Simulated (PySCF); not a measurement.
Gas-phase reaction: Ge₂H₆ + S₂ ⇌ 2 GeS + 6 H

Computed with PySCF and rigid-rotor harmonic-oscillator thermochemistry at 1 bar. † marks an energy on the PBE0/def2-TZVP geometry and frequencies; other levels use their own. MP2 freezes the core. Open shells (unrestricted): S₂ (multiplicity 3), H (multiplicity 2); the rest are closed-shell singlets. B3LYP is the form with VWN-RPA correlation. Ge: all electrons, no relativistic terms. MP2 isn't extrapolated to the basis-set limit.

```tsv
level	ΔH°(298 K), kJ
B3LYP/def2-TZVP†	…
BLYP/def2-TZVP†	1203
MP2/def2-TZVPP†	1197
PBE/def2-SVP	…
PBE/def2-TZVP†	…
PBE0/def2-QZVP†	1253
```

Question: Fill in the missing entries.

Answer: 
- B3LYP/def2-TZVP†, ΔH°(298 K), kJ: 1257
- PBE/def2-SVP, ΔH°(298 K), kJ: 1202
- PBE/def2-TZVP†, ΔH°(298 K), kJ: 1214
